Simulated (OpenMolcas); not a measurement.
W⁴⁺: the spin-orbit constant, worked from levels

```yaml
Program: OpenMolcas 26.06
Basis: ANO-RCC-VTZP [8s7p5d3f2g1h]
Scalar_Hamiltonian: DKH2, point nucleus
Active_space: 2 electrons in 10 orbitals (5d 6d)
State_averaging: 2S+1 = 3 even, 10 roots; 2S+1 = 1 even, 15 roots
Spin-orbit_coupling: RASSI with atomic mean-field integrals over the reference wave functions, term energies averaged over their components
```

Methods: CASSCF; SS-CASPT2, IPEA 0.25 Eh, imaginary shift 0.1 Eh (closed shells correlated: 5s 5p). Measured levels: the list in J. Phys. B 45, 065001 (2012).

**The spin-orbit constant.** For the Hund term 3F of d2, E(J) = (A/2) J(J+1) + constant and ζ = 2S·A = 2A. From J = 2 to J = 4 the energy changes by 7 A.

```json
{"Source": "CASSCF", "E(4) - E(2)": "11768.2", "A": "1681.2", "ζ": "3362"}
{"Source": "SS-CASPT2", "E(4) - E(2)": "11941.7", "A": "1706.0", "ζ": "3412"}
{"Source": "measured", "E(4) - E(2)": "11519.4", "A": "1645.6", "ζ": "3291"}
```

All in cm-1. SS-CASPT2 is off by +3.7 % and CASSCF by +2.2 %. Both methods take the spin-orbit matrix elements from the reference wave functions, so the second can move ζ only through the term energies and any multistate remixing. Second-order mixing with other terms is absorbed into this ζ.

CASPT2 breaks the degeneracy within a term, and the mean is taken; among the terms shown or strongly mixed into the levels shown the widest spread is 460 cm-1 (5d2 3F, SS-CASPT2). Active for correlation alone: 6d; no level in the range computed is led by a configuration that fills it, so any true level of that kind is missing. Without dynamic correlation excited terms often stand tens of per cent too high (terms of higher spin than the ground term too low), and those without a measured partner can miss by more than the paired ones (holds for CASSCF). Measured partners are found by configuration, term and J. A level has none where our copy of the source lacks it or the pairing is in doubt (some pairs that miss far off the trend of their configuration count as doubtful), and it then counts in no deviation. Levels of configurations outside the active space are missing.
